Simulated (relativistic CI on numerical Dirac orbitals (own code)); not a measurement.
Slater and spin-orbit integrals, Pm XVII

These numbers are calculated, not measured: Dirac-Coulomb-Breit CI, KLI orbitals optimised for each configuration, model QED, unscaled Slater integrals (own radial code, finite nucleus).

Slater integrals F^k, G^k are unscaled and averaged over j, outside the closed core [Ar] 3d10; ζ comes from projecting the Hamiltonian with its Breit term on Σ l·s of the shell.

- 4s²4p⁶4d⁹: ζ(4d) = 15918 cm⁻¹; <r>(4d) = 0.6349, <r^2>(4d) = 0.4617 (bohr units).
- 4s²4p⁵4d¹⁰: ζ(4p) = 143570 cm⁻¹; <r>(4p) = 0.6018, <r^2>(4p) = 0.41 (bohr units).
- 4s²4p⁶4d⁸4f: F^2(4d,4d) = 159570, F^4(4d,4d) = 107790, ζ(4d) = 15957, F^2(4d,4f) = 153260, F^4(4d,4f) = 100120, G^1(4d,4f) = 175590, G^3(4d,4f) = 114790, G^5(4d,4f) = 82532, ζ(4f) = 1695.6 cm⁻¹; <r>(4d) = 0.6346, <r^2>(4d) = 0.4613, <r>(4f) = 0.6657, <r^2>(4f) = 0.514 (bohr units).

**Question.** Give the Racah parameters of the d shell in 4s²4p⁶4d⁸4f.

**Answer.** B = F²/49 − 5F⁴/441 = 2034 cm⁻¹ and C = 35F⁴/441 = 8554 cm⁻¹.

Averages of the first 10 configurations, taken without configuration mixing, which lowers the lowest level and can move excited configurations by several eV; other configurations of the list can lie among them:

```json
{"Configuration": "4s²4p⁶4d⁹", "Parity": "even", "States": "10", "Average energy above the lowest level (eV)": "3.4"}
{"Configuration": "4s²4p⁵4d¹⁰", "Parity": "odd", "States": "6", "Average energy above the lowest level (eV)": "135.5"}
{"Configuration": "4s²4p⁶4d⁸4f", "Parity": "odd", "States": "630", "Average energy above the lowest level (eV)": "136.5"}
{"Configuration": "4s4p⁶4d¹⁰", "Parity": "even", "States": "2", "Average energy above the lowest level (eV)": "224.4"}
{"Configuration": "4s²4p⁶4d⁸5s", "Parity": "even", "States": "90", "Average energy above the lowest level (eV)": "153.3"}
{"Configuration": "4s²4p⁵4d⁹4f", "Parity": "even", "States": "840", "Average energy above the lowest level (eV)": "266.9"}
{"Configuration": "4s²4p⁶4d⁸5p", "Parity": "odd", "States": "270", "Average energy above the lowest level (eV)": "184.4"}
{"Configuration": "4s4p⁶4d⁹4f", "Parity": "odd", "States": "280", "Average energy above the lowest level (eV)": "356.2"}
{"Configuration": "4s²4p⁶4d⁷4f5s", "Parity": "odd", "States": "3360", "Average energy above the lowest level (eV)": "287.4"}
{"Configuration": "4s²4p⁶4d⁸5d", "Parity": "even", "States": "450", "Average energy above the lowest level (eV)": "229.7"}
```
